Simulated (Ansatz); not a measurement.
Species: S2O2, net charge 0, singlet state. 
Coordinates optimised at B3LYP-D3(BJ)/def2-TZVP (Ansatz, a quantum-chemistry and plane-wave program):
SMILES: [S]([S]=O)=O
```xyz
4

O     -1.6167     0.8970     0.0336
S     -1.0074    -0.4429     0.0174
S      1.0047    -0.4491    -0.0205
O      1.6223     0.8870    -0.0275
```
Charge 0, spin multiplicity 1.

Quantity: atomisation energy (electronic, to ground-state atoms), in kJ/mol. Cores are frozen in the correlated levels unless marked. UHF or UKS for open shells. Spin-orbit coupling is left out. Non-relativistic unless marked X2C. The coupled-cluster limit lacks core correlation, which all-electron functionals hold. Basis-set limits of correlation are two-point, X^-3; Hartree-Fock from the larger set. [CCSD(T)-MP2]/basis is that difference in the basis named.

```
level               program  atomisation energy (kJ/mol)
------------------  -------  ---------------------------
HF/aug-cc-pV(Q+d)Z   Ansatz                        350.1
```

Q: Predict the RI-MP2/CBS(aug-cc-pV(T+d)Z,aug-cc-pV(Q+d)Z)+[CCSD(T)-MP2]/aug-cc-pV(T+d)Z result (Ansatz).

A: 1196.6 kJ/mol, so HF/aug-cc-pV(Q+d)Z differs from it by -846.5 kJ/mol.
